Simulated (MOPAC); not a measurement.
Input for MOPAC: AM1 on BH3S (SMILES BS), a point of a torsion scan.

```
AM1 1SCF PRECISE CHARGE=0 THREADS=1
BH3S

B     -0.57952608 1    -0.00960044 1     0.07113361 1
S      1.03683092 1    -0.60449683 1     0.38911792 1
H     -1.38198977 1    -0.80432469 1    -0.22073924 1
H     -0.81960321 1     1.12873118 1     0.15294600 1
H      1.64996151 1     0.54065362 1     0.67822895 1
```

Program output:

```
*******************************************************************************
 **                                                                           **
 **                              MOPAC v23.2.5                                **
 **                                                                           **
 *******************************************************************************
 ** MOPAC's Digital Object Identifier: https://doi.org/10.5281/zenodo.6511958 **
 **                                                                           **
 ** Please cite the open-source release paper for use of this MOPAC version:  **
 ** J. E. Moussa and J. J. P. Stewart (2026)                                  **
 ** MOPAC: An open-source semiempirical molecular orbital program             **
 ** J. Open Source Softw., 11(119), 8025, https://doi.org/10.21105/joss.08025 **
 *******************************************************************************

                              AM1 CALCULATION RESULTS

 *******************************************************************************
 *  AM1        - The AM1 Hamiltonian to be used
 *
 *
 *
 *                 CHARGE ON SYSTEM = 0
 *
 *
 *
 *  PRECISE    - TIGHTER CRITERIA TO BE USED
 *  1SCF       - DO 1 SCF AND THEN STOP
 *  THREADS=1  - MULTI-THREADING NOT USED
 *  T=         - A TIME OF 172800.0 SECONDS REQUESTED
 *  DUMP=N     - RESTART FILE WRITTEN EVERY 7200.0 SECONDS REQUESTED
 *******************************************************************************
AM1 1SCF PRECISE CHARGE=0 THREADS=1
 BH3S

   ATOM   CHEMICAL          X               Y               Z
  NUMBER   SYMBOL      (ANGSTROMS)     (ANGSTROMS)     (ANGSTROMS)

     1       B         -0.57952608  *  -0.00960044  *   0.07113361  *
     2       S          1.03683092  *  -0.60449683  *   0.38911792  *
     3       H         -1.38198977  *  -0.80432469  *  -0.22073924  *
     4       H         -0.81960321  *   1.12873118  *   0.15294600  *
     5       H          1.64996151  *   0.54065362  *   0.67822895  *



          CARTESIAN COORDINATES

    NO.       ATOM           X           Y           Z

     1         B         -0.5795     -0.0096      0.0711
     2         S          1.0368     -0.6045      0.3891
     3         H         -1.3820     -0.8043     -0.2207
     4         H         -0.8196      1.1287      0.1529
     5         H          1.6500      0.5407      0.6782

  H: (AM1): M.J.S. DEWAR ET AL, J. AM. CHEM. SOC. 107 3902-3909 (1985)
  B: (AM1): M.J.S. DEWAR ET AL, ORGANOMETALLICS, 7, 513-521 (1988)
  S: (AM1): M.J.S. DEWAR, Y-C YUAN, INORGANIC CHEMISTRY, 29, 3881:3890,  (1990)

           Empirical Formula: H3 B S  =     5 atoms



      MOLECULAR POINT GROUP   :   Cs


      RHF CALCULATION, NO. OF DOUBLY OCCUPIED LEVELS = 6


 -------------------------------------------------------------------------------
 AM1 1SCF PRECISE CHARGE=0 THREADS=1
 BH3S



     1SCF WAS SPECIFIED, SO BFGS WAS NOT USED
     SCF FIELD WAS ACHIEVED


                              AM1 CALCULATION
                                                       MOPAC v23.2.5 Linux




          FINAL HEAT OF FORMATION =         -0.33159 KCAL/MOL =      -1.38738 KJ/MOL


          COSMO AREA              =         82.02 SQUARE ANGSTROMS
          COSMO VOLUME            =         65.49 CUBIC ANGSTROMS

          IONIZATION POTENTIAL    =         10.434874 EV
          HOMO LUMO ENERGIES (EV) =        -10.435  0.704
          NO. OF FILLED LEVELS    =          6
          MOLECULAR WEIGHT        =         45.8937         POINT GROUP:  Cs

          MOLECULAR DIMENSIONS (Angstroms)

            Atom       Atom       Distance
            H     5    H     3     3.43654
            H     4    S     2     2.33733
            H     5    B     1     0.00002


          SCF CALCULATIONS        =          1





   ATOM   CHEMICAL          X               Y               Z
  NUMBER   SYMBOL      (ANGSTROMS)     (ANGSTROMS)     (ANGSTROMS)

     1       B         -0.57952608  *  -0.00960044  *   0.07113361  *
     2       S          1.03683092  *  -0.60449683  *   0.38911792  *
     3       H         -1.38198977  *  -0.80432469  *  -0.22073924  *
     4       H         -0.81960321  *   1.12873118  *   0.15294600  *
     5       H          1.64996151  *   0.54065362  *   0.67822895  *

                             CARTESIAN COORDINATES

   1    B       -0.579526080    -0.009600440     0.071133610
   2    S        1.036830920    -0.604496830     0.389117920
   3    H       -1.381989770    -0.804324690    -0.220739240
   4    H       -0.819603210     1.128731180     0.152946000
   5    H        1.649961510     0.540653620     0.678228950


           Empirical Formula: H3 B S  =     5 atoms



      MOLECULAR POINT GROUP   :   Cs


                  EIGENVALUES
 -23.70545 -18.28623 -14.55505 -12.29999 -11.19693 -10.43487   0.70414   1.10803
   1.44022   4.15941   5.30976


              NET ATOMIC CHARGES AND DIPOLE CONTRIBUTIONS

  ATOM NO.   TYPE          CHARGE      No. of ELECS.   s-Pop       p-Pop
    1          B           0.054080        2.9459     1.25445     1.69147
    2          S          -0.034384        6.0344     1.87032     4.16406
    3          H          -0.016327        1.0163     1.01633
    4          H          -0.042886        1.0429     1.04289
    5          H           0.039516        0.9605     0.96048
 DIPOLE           X         Y         Z       TOTAL
 POINT-CHG.     0.269     0.031     0.069     0.279
 HYBRID        -0.320     1.290     0.081     1.331
 SUM           -0.051     1.320     0.150     1.330


          ATOMIC ORBITAL ELECTRON POPULATIONS

     Atom    s        px        py        pz
    1  B   1.25445   0.67680   0.77870   0.23598
    2  S   1.87032   1.22382   1.18570   1.75455
    3  H   1.01633
    4  H   1.04289
    5  H   0.96048

 **********************
 *                    *
 * JOB ENDED NORMALLY *
 *                    *
 **********************




 == MOPAC DONE ==
```

The run finished.

Cost: about 0.03 core-seconds (a rough figure).
